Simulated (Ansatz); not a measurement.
SnAu₂⁺. Charge 1, multiplicity 2. Geometry B3LYP-D4/def2-TZVP, that of the neutral singlet.

```xyz
3

Au   -1.8506   -0.5424    0.3286
Au    1.8110   -0.6485   -0.3552
Sn    0.0395    1.1909    0.0266
```

In the def2 sets Au, Sn take a core potential; there is no spin–orbit coupling. At PBE-D4/def2-TZVP the gap within one spin of the charge 1 doublet nearly closes, so an electron or hole may be smeared out by delocalisation error. The structure comes from a short search, and lower isomers may exist.

(1) Estimate the α-spin orbital energies around the gap (eV) in Ansatz with PBE-D4/def2-TZVP, r2SCAN-D4/def2-TZVP, PBE0-D4/def2-TZVP.

Results:

(1) 
```json
{"orbital": "HOMO−5", "PBE-D4/def2-TZVP": "-12.34", "r2SCAN-D4/def2-TZVP": "-12.60", "PBE0-D4/def2-TZVP": "-13.83"}
{"orbital": "HOMO−4", "PBE-D4/def2-TZVP": "-12.33", "r2SCAN-D4/def2-TZVP": "-12.59", "PBE0-D4/def2-TZVP": "-13.82"}
{"orbital": "HOMO−3", "PBE-D4/def2-TZVP": "-12.24", "r2SCAN-D4/def2-TZVP": "-12.49", "PBE0-D4/def2-TZVP": "-13.71"}
{"orbital": "HOMO−2", "PBE-D4/def2-TZVP": "-12.22", "r2SCAN-D4/def2-TZVP": "-12.47", "PBE0-D4/def2-TZVP": "-13.71"}
{"orbital": "HOMO−1", "PBE-D4/def2-TZVP": "-11.15", "r2SCAN-D4/def2-TZVP": "-11.37", "PBE0-D4/def2-TZVP": "-11.85"}
{"orbital": "HOMO", "PBE-D4/def2-TZVP": "-11.03", "r2SCAN-D4/def2-TZVP": "-11.18", "PBE0-D4/def2-TZVP": "-11.73"}
{"orbital": "LUMO", "PBE-D4/def2-TZVP": "-8.99", "r2SCAN-D4/def2-TZVP": "-8.84", "PBE0-D4/def2-TZVP": "-8.18"}
{"orbital": "LUMO+1", "PBE-D4/def2-TZVP": "-7.59", "r2SCAN-D4/def2-TZVP": "-7.38", "PBE0-D4/def2-TZVP": "-6.81"}
{"orbital": "LUMO+2", "PBE-D4/def2-TZVP": "-7.52", "r2SCAN-D4/def2-TZVP": "-7.29", "PBE0-D4/def2-TZVP": "-6.70"}
{"orbital": "LUMO+3", "PBE-D4/def2-TZVP": "-5.17", "r2SCAN-D4/def2-TZVP": "-4.84", "PBE0-D4/def2-TZVP": "-4.52"}
{"orbital": "LUMO+4", "PBE-D4/def2-TZVP": "-4.53", "r2SCAN-D4/def2-TZVP": "-4.14", "PBE0-D4/def2-TZVP": "-3.84"}
{"orbital": "LUMO+5", "PBE-D4/def2-TZVP": "-4.49", "r2SCAN-D4/def2-TZVP": "-4.08", "PBE0-D4/def2-TZVP": "-3.79"}
{"orbital": "β HOMO", "PBE-D4/def2-TZVP": "-10.86", "r2SCAN-D4/def2-TZVP": "-10.96", "PBE0-D4/def2-TZVP": "-11.44"}
{"orbital": "β LUMO", "PBE-D4/def2-TZVP": "-10.72", "r2SCAN-D4/def2-TZVP": "-10.51", "PBE0-D4/def2-TZVP": "-9.78"}
```
